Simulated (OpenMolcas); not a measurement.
## Fe4+: moving or changing the point charges

Fe4+ among 5 point charges of -1.5 e arranged as a trigonal bipyramid (D3h), 1.94 Å from the ion.

```json
{
 "Program": "OpenMolcas",
 "Method": "SS-CASPT2, IPEA 0.25 Eh, imaginary shift 0.1 Eh (closed shells correlated: 3s 3p)",
 "Basis": "ANO-RCC-VDZP [5s4p2d1f]",
 "Scalar Hamiltonian": "DKH2, point nucleus",
 "Active space": "4 electrons in 5 orbitals (3d)",
 "State averaging": "2S+1 = 5 even, 5 roots; 2S+1 = 3 even, 45 roots; 2S+1 = 1 even, 50 roots",
 "Spin-orbit coupling": "state interaction with AMFI integrals over the reference wave functions"
}
```

Runs around this geometry, states (labels of D3, the rotations of D3h). Energies in cm-1 above the lowest state or level, χT in cm3 K/mol.

```tsv
R (Å)	q (e)	Axial / equatorial distance	Ground state	First state of that spin	First gap with spin-orbit (degeneracies)	χT at 300 K	First state of another spin
1.94	-1.5	0.92	5A1	5E 3170	23 (1, 2)	2.557	3E 27360
1.94	-0.98	1	5A1	5E 1420	44 (1, 2)	2.076	3E 26760
1.86	-1.5	1	5A1	5E 2610	27 (1, 2)	2.462	3E 27050
1.94	-1.5	1	5A1	5E 2170	32 (1, 2)	2.358	3E 26990
2.07	-1.5	1	5A1	5E 1620	40 (1, 2)	2.174	3E 26870
```

Taking the first state of the same spin as R^-n, n = -ln(1620 / 2610) / ln(2.07 / 1.86) = 4.5 between the shortest and longest distance.

Scaling the charges by -0.98 / -1.5 = 0.65 scales the first state of the same spin by 1420 / 2170 = 0.65; with fixed orbitals a first-order splitting would follow the charge.

Roots that are degenerate in the reference are averaged as groups; the widest CASPT2 spread within a group is 83 cm-1 (the 2-fold group of multiplicity 5 near 3130 cm-1 above the lowest state of its run, R = 1.86, q = -1.5, ratio = 1). Shifts and gaps below about the spread of the groups concerned are not significant. Point charges give a weaker field than real ligands, and real ions of this kind are often low spin; the high spin found here belongs to the model. Free-ion shares, where given, are those of the reference states; single-state CASPT2 does not remix them. The ground term spreads over less than 5000 cm-1, several times less than with real ligands, so orbital moments are less quenched and χT lies further from the spin-only value than at real sites (holds for R = 1.94, q = -0.98, ratio = 1; R = 1.86, q = -1.5, ratio = 1; R = 1.94, q = -1.5, ratio = 1; R = 2.07, q = -1.5, ratio = 1). Point charges carry no covalency, so the field is a model and not that of real ligands. No measured value stands beside these numbers.
